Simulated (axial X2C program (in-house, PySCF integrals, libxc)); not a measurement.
**Worked dissociation energy of ZrP⁻: PBE0, scalar-relativistic**

Computed with an axial X2C code built on PySCF integrals. Spin-free means the one-electron spin-free X2C Hamiltonian. Basis: Zr dyall-acv3z [12s13p10d6f3g], P dyall-av3z [9s8p3d2f] (cores contracted in-house); Gaussian nuclei, density fitting, unrestricted open shells. Masses: Zr 89.905 u, P 30.974 u.

Molecular state: M_S = 0, Λ = 0 (closed shell).

```
E(Zr) (2M_S = 2, M_L = 0) : -3597.957328 hartree
E(P-) (2M_S = 2, M_L = 0) : -341.998275 hartree
E(ZrP⁻) at Re             : -3940.130501 hartree
ωe                        : 540.0 cm⁻¹
ωexe                      : 1.16 cm⁻¹
```

**Question.** Work out De and D0.

**Answer.** De = -3597.957328 + (-341.998275) − (-3940.130501) = 0.17490 hartree = 4.759 eV. The zero-point energy is ωe/2 − ωexe/4 = 270 cm⁻¹ = 0.033 eV, so D0 = 4.726 eV.

The state is a single determinant with fixed occupations, the lowest that a limited PBE0 search found. Closed shells are restricted here (equal orbitals for both partners); the stretched side of such a curve lies too high. Dissociation energies refer to the lowest single-determinant-based atoms at the same level and basis. Other states lie close and PBE0, whose exact exchange favours high spin, may order them wrongly; the determinant shown need not be the ground state. The nearest other spin-free determinant of the search, M_S = 1, Λ = 2, lies 0.45 eV up at the distance of the search.

Each atomic determinant is the lowest at this level and need not be a pure term. Totals compare only within one Hamiltonian and basis.
